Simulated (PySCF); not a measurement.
## State search for SrN⁺

Unrestricted PBE0; basis Sr def2-SVP with ECP28, N def2-SVP; scalar-relativistic core potentials; PySCF 2.14. Outer shells of the fragments: Sr+ 5s1; N 2s2 2p3.

Followed along the bond (rough minima from three points):

```tsv
2Ms+1	unpaired	⟨S²⟩ at the start	R at minimum (Å)	Te (eV)
3	π ↑↑	2.04	2.35	0.00
3	σ ↑, π ↑	2.04	2.18	0.11
1	π ↑↓	1.00	2.33	0.54
1	σ ↓, π ↑	1.00	2.17	0.68
5	σ ↑↑, π ↑↑	6.00	none in the scan	≤ 1.43
```

Solutions found at the starting distance of 2.465 Å, counted from the lowest of them; the search is not exhaustive and high or unbound solutions are not listed, so other states can lie among these:

```
2Ms+1    unpaired   term  E (eV)  ⟨S²⟩  ⟨Lz²⟩  μ (D)
    3        π ↑↑    ³Σ⁻    0.00  2.04   0.00  -7.13
    3    σ ↑, π ↑     ³Π    0.46  2.04   1.01  -7.71
    1        π ↑↓  mixed    0.56  1.00   2.01  -7.45
    1    σ ↓, π ↑  mixed    1.04  1.00   1.03  -7.84
    5  σ ↑↑, π ↑↑    ⁵Σ⁻    1.56  6.00   0.00   0.11
    1        none  mixed    2.10  0.00   2.00  -7.38
```

A term symbol is given only where ⟨S²⟩ and ⟨Lz²⟩ are close to those of a pure state; real π, δ and φ orbitals otherwise mix terms. A positive dipole points towards N; it is taken about the centre of mass and depends on that origin.

Task: Compare the gap between the two lowest followed solutions at the starting distance with the gap between their minima.

Result: At PBE0 the second solution (triplet, unpaired electrons σ ↑, π ↑) lies +0.46 eV from the first (triplet, unpaired electrons π ↑↑) at 2.465 Å and +0.11 eV at the minima; the two curves relax by different amounts, since their minima lie near 2.18 and 2.35 Å.

Spin–orbit coupling is left out. Counting both spins, an empty level lies below a filled one in some of these solutions, because spin and occupation are held.
